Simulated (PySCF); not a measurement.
HO₄S (SMILES O=S(=O)([O-])O), charge -1, singlet, at a GFN2-xTB geometry (in this run its highest filled SCF level lies above zero, so its values depend strongly on the basis, on diffuse functions most of all), with bond 3-2 at 1.6 times its length; R2SCAN/3-21G in PySCF.

PySCF was given this input:
```python
from pyscf import gto, scf, dft

mol = gto.Mole()
mol.atom = '''
    O     1.389920   -0.281761   -0.581483
    S    -0.134456    0.024009    0.020263
    O     0.274593   -0.037428    2.321580
    O    -0.970632   -1.053488   -0.469618
    O    -0.493940    1.335434   -0.483789
    H     1.778901   -0.270498    0.286219
'''
mol.basis = '3-21g'
mol.charge = -1
mol.spin = 0
mol.verbose = 4
mol.build()

mf = dft.RKS(mol)
mf.xc = 'r2scan'
mf.init_guess = '1e'
mf.kernel()
mf.analyze()
```

The log (banner, timings and long lists left out):

```
PySCF version 2.14.0

[INPUT] verbose = 4
[INPUT] num. atoms = 6
[INPUT] num. electrons = 50
[INPUT] charge = -1
[INPUT] spin (= nelec alpha-beta = 2S) = 0
[INPUT] symmetry False subgroup None
[INPUT] Mole.unit = angstrom
[INPUT] Symbol           X                Y                Z      unit          X                Y                Z       unit  Magmom
[...]
nuclear repulsion = 249.449363179337
number of shells = 29
number of NR pGTOs = 90
number of NR cGTOs = 51
basis = 3-21g
ecp = {}

******** <class 'pyscf.dft.rks.RKS'> ********
method = RKS
initial guess = 1e
damping factor = 0
level_shift factor = 0
DIIS = <class 'pyscf.scf.diis.CDIIS'>
diis_start_cycle = 1
diis_space = 8
diis_damp = 0
SCF conv_tol = 1e-09
SCF conv_tol_grad = None
SCF max_cycles = 50
direct_scf = True
direct_scf_tol = 1e-13
XC library pyscf.dft.libxc version 7.1.2
    S. Lehtola, C. Steigemann, M. J. T. Oliveira, and M. A. L. Marques,  SoftwareX 7, 1–5 (2018)
XC functionals = r2scan
    J. W. Furness, A. D. Kaplan, J. Ning, J. P. Perdew, and J. Sun,  J. Phys. Chem. Lett. 11, 8208–8215 (2020)
    J. W. Furness, A. D. Kaplan, J. Ning, J. P. Perdew, and J. Sun,  J. Phys. Chem. Lett. 11, 9248–9248 (2020)
    J. W. Furness, A. D. Kaplan, J. Ning, J. P. Perdew, and J. Sun,  J. Phys. Chem. Lett. 11, 8208–8215 (2020)
    J. W. Furness, A. D. Kaplan, J. Ning, J. P. Perdew, and J. Sun,  J. Phys. Chem. Lett. 11, 9248–9248 (2020)
radial grids:
    Treutler-Ahlrichs [JCP 102, 346 (1995); DOI:10.1063/1.469408] (M4) radial grids

becke partition: Becke, JCP 88, 2547 (1988); DOI:10.1063/1.454033
pruning grids: <function nwchem_prune>
grids dens level: 3
symmetrized grids: False
atomic radii adjust function: <function treutler_atomic_radii_adjust>
small_rho_cutoff = 0
Set gradient conv threshold to 3.16228e-05
Initial guess from hcore.
[...]
tot grids = 85016
init E= -646.3022161486
[...]
cycle= 1 E= -614.809401942965  delta_E= 31.5  |g|= 8.46  |ddm|= 25.5
[...]
cycle= 2 E= -655.851624738553  delta_E=  -41  |g|=  9.4  |ddm|= 24.9
[...]
cycle= 3 E= -675.472160125143  delta_E= -19.6  |g|= 4.05  |ddm|= 12.3
[...]
cycle= 4 E= -692.257706750541  delta_E= -16.8  |g|= 3.74  |ddm|= 9.68
[...]
cycle= 5 E= -694.488784853303  delta_E= -2.23  |g|= 1.65  |ddm|= 1.98
[...]
cycle= 6 E= -695.094073127485  delta_E= -0.605  |g|= 1.49  |ddm|= 2.41
[...]
cycle= 7 E= -695.523221166716  delta_E= -0.429  |g|= 0.364  |ddm|= 1.59
[...]
cycle= 8 E= -695.551119610546  delta_E= -0.0279  |g|= 0.178  |ddm|= 0.563
[...]
cycle= 9 E= -695.556416393521  delta_E= -0.0053  |g|= 0.0789  |ddm|= 0.211
[...]
cycle= 10 E= -695.557407508256  delta_E= -0.000991  |g|= 0.04  |ddm|= 0.103
[...]
cycle= 11 E= -695.557647315906  delta_E= -0.00024  |g|= 0.0187  |ddm|= 0.047
[...]
cycle= 12 E= -695.557739595016  delta_E= -9.23e-05  |g|= 0.00492  |ddm|= 0.0159
[...]
cycle= 13 E= -695.55774585085  delta_E= -6.26e-06  |g|= 0.00183  |ddm|= 0.00386
[...]
cycle= 14 E= -695.557746877892  delta_E= -1.03e-06  |g|= 6.85e-05  |ddm|= 0.00237
[...]
cycle= 15 E= -695.55774687942  delta_E= -1.53e-09  |g|= 1.54e-05  |ddm|= 0.000113
[...]
cycle= 16 E= -695.557746879468  delta_E= -4.84e-11  |g|= 7.83e-06  |ddm|= 2.22e-05
[...]
Extra cycle  E= -695.557746878859  delta_E= 6.1e-10  |g|= 4.69e-05  |ddm|= 6.46e-05
converged SCF energy = -695.557746878859
**** SCF Summaries ****
Total Energy =                        -695.557746878858779
Nuclear Repulsion Energy =             249.449363179336899
One-electron Energy =                -1466.391604603088808
Two-electron Energy =                  521.384494544893073
Two-electron Coulomb Energy =          581.856719650012110
DFT Exchange-Correlation Energy =      -60.472225105119037
HOMO-LUMO gap [eV] =                     0.901308241743566
**** MO energy ****
[...]
 ** Mulliken pop on meta-lowdin orthogonal AOs  **
 ** Mulliken pop  **
 ** Mulliken atomic charges  **
charge of    0O =     -0.61937
charge of    1S =      1.37111
charge of    2O =     -0.59675
charge of    3O =     -0.71671
charge of    4O =     -0.71857
charge of    5H =      0.28029

WARN: System has nonzero charge -1; the dipole moment is origin-dependent.
Location of origin: [0. 0. 0.]

Dipole moment(X, Y, Z, Debye):  1.70885, -0.23009, -2.19924
```
